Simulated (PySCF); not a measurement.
# GeF at r²SCAN

Computed with r²SCAN; PySCF, no relativity, basis sets Ge def2-TZVPP, F def2-TZVPP.

| Item | Value |
| --- | --- |
| state | ²Π (doublet), unpaired electrons π ↑ |
| bond length | 1.755 Å |
| harmonic wavenumber | 669 cm⁻¹ |
| force constant | 3.98 mdyn/Å |
| rotational constant Be | 0.3621 cm⁻¹ |
| anharmonicity ωexe | 3.22 cm⁻¹ |
| vibration–rotation constant αe | 0.00259 cm⁻¹ |
| well depth De to Ge + F | 519 kJ/mol |
| dissociation energy D0 | 515 kJ/mol |
| bond order (Mayer) | 0.98 |
| dipole moment (positive dipole means Ge(−)F(+)) | -1.67 D |

Spin–orbit coupling is left out. The state is the lowest determinant that a PBE0 search found; another state may lie lower at other levels.
